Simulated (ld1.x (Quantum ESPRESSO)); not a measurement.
**iron, PAW: configuration errors across variants**

| Property | Result |
| --- | --- |
| Element | iron |
| Generator | ld1.x (Quantum ESPRESSO) 7.5 |
| Type | PAW |
| Functional | PBE |
| Relativity | scalar-relativistic |
| Frozen core | [Ne] |
| Valence charge | 16 |
| Reference configuration | 3s2 3p6 3d6 4s1.75 4p0.25 |
| Partial waves | 3s (bound): rcut 1.10, rcutus 1.20 bohr; 4s (bound): rcut 1.10, rcutus 1.20 bohr; 3p (bound): rcut 1.20, rcutus 1.25 bohr; 4p (bound): rcut 1.20, rcutus 1.25 bohr; 3d (bound): rcut 1.05, rcutus 1.35 bohr; 3d channel at 4.45 Ry: rcut 1.05, rcutus 1.35 bohr |
| Local potential | all-electron potential smoothed inside 0.95 bohr (lloc = -1) |
| Core correction | Bessel-smoothed model core, default radius (core density twice the valence density) |
| Augmentation charge | PSQ, radius 1.15 bohr |

All-electron excitation energies from the reference (eV): (1) 3s2 3p6 3d6 4s2 4p0 -1.000; (2) 3s2 3p6 3d6 4s1 4p0 7.729; (3) 3s2 3p6 3d6 4s0 4p0 23.933; (4) 3s2 3p6 3d6 4s0 4p2 7.456; (5) 3s2 3p6 3d5 4s2 4p0 13.207; (6) 3s2 3p6 3d4 4s0 4p0 111.245; (7) 3s1 3p6 3d6 4s2 4p0 100.879.

The overlap operator is not positive definite (basis up to 400 Ry) in “base”, “waves 3d (bound): rcut 0.86, rcutus 0.92 bohr; 3d channel at 4.45 Ry: rcut 0.86, rcutus 0.92 bohr”, “waves 3d (bound): rcut 1.02, rcutus 1.08 bohr; 3d channel at 4.45 Ry: rcut 1.02, rcutus 1.08 bohr”, “waves 3d (bound): rcut 1.05, rcutus 1.50 bohr; 3d channel at 4.45 Ry: rcut 1.05, rcutus 1.50 bohr”, “waves 3d (bound): rcut 1.05, rcutus 1.78 bohr; 3d channel at 4.45 Ry: rcut 1.05, rcutus 1.78 bohr”, “waves 3d (bound): rcut 1.05, rcutus 2.00 bohr; 3d channel at 4.45 Ry: rcut 1.05, rcutus 2.00 bohr”. Such files are unfit for use, however small their errors in these radial tests.

Errors AE − PS in meV (a dash: test not solved or not reliable):

| change | (1) | (2) | (3) | (4) | (5) | (6) | (7) | bound ghosts |
| --- | --- | --- | --- | --- | --- | --- | --- | --- |
| base | +0.1 | -0.7 | -2.0 | -0.5 | +11 | +50 | -7.2 | not determined (overlap not positive) |
| waves 3d (bound): rcut 0.86, rcutus 0.92 bohr; 3d channel at 4.45 Ry: rcut 0.86, rcutus 0.92 bohr | +0.1 | -0.7 | -1.9 | -0.4 | +1.7 | +4.5 | -21 | not determined (overlap not positive) |
| waves 3d (bound): rcut 1.02, rcutus 1.08 bohr; 3d channel at 4.45 Ry: rcut 1.02, rcutus 1.08 bohr | +0.1 | -0.6 | -1.8 | -0.4 | +1.5 | +3.4 | -21 | not determined (overlap not positive) |
| waves 3d (bound): rcut 1.05, rcutus 1.50 bohr; 3d channel at 4.45 Ry: rcut 1.05, rcutus 1.50 bohr | +0.1 | -0.6 | -1.8 | -0.3 | +3.0 | +11 | -18 | not determined (overlap not positive) |
| waves 3d (bound): rcut 1.05, rcutus 1.78 bohr; 3d channel at 4.45 Ry: rcut 1.05, rcutus 1.78 bohr | +0.1 | -0.7 | -2.2 | -0.5 | +4.1 | +16 | -17 | not determined (overlap not positive) |
| waves 3d (bound): rcut 1.05, rcutus 2.00 bohr; 3d channel at 4.45 Ry: rcut 1.05, rcutus 2.00 bohr | +0.1 | -0.8 | -3.7 | -0.9 | +6.1 | +28 | -12 | not determined (overlap not positive) |

(1) Give the same row for: waves 3d (bound): rcut 1.05, rcutus 1.38 bohr; 3d channel at 4.45 Ry: rcut 1.05, rcutus 1.38 bohr.

Answers

(1) +0.1, -0.7, -2.0, -0.5, +16, +77, +2.9; bound ghosts: not determined (overlap not positive). Its overlap operator is not positive definite in a basis up to 400 Ry (lowest eigenvalue p -0.08), so the file is unfit for use: the generalised eigenproblem breaks down once the basis is large enough, and its test numbers describe a broken file.
